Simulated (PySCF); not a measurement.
**Silicon: highly charged ions in a basis for the neutral atom**

Si⁷⁺ [He] 2s2 2p3, Si⁸⁺ [He] 2s2 2p2. Calculation: PySCF 2.14, in cc-pVDZ-DK (4s3p1d, 18 functions); the spin-free X2C one-electron Hamiltonian (Gaussian nucleus). No spin-orbit coupling, so a gap to NIST mixes the basis error with missing relativistic terms.

Changed run: basis of the neutral atom used for a highly charged ion. This setting is unsound on purpose.

```
species  method  sound run (hartree)  changed run (hartree)  converged
   Si⁷⁺     UHF              not run             -262.67245        yes
   Si⁷⁺    BP86              not run             -262.89169        yes
   Si⁷⁺   M06-L              not run             -262.91736        yes
   Si⁸⁺     UHF              not run             -251.32362        yes
   Si⁸⁺    BP86              not run             -251.53383        yes
   Si⁸⁺   M06-L              not run             -251.53546        yes
```

Ionisation energy of Si⁷⁺:

```
method  changed run (eV)      NIST (eV)
   UHF            308.82  303.59 ± 0.05
  BP86            309.06  303.59 ± 0.05
 M06-L            309.72  303.59 ± 0.05
```

The contracted functions were made for the neutral atom and can be too rigid for a highly charged ion.
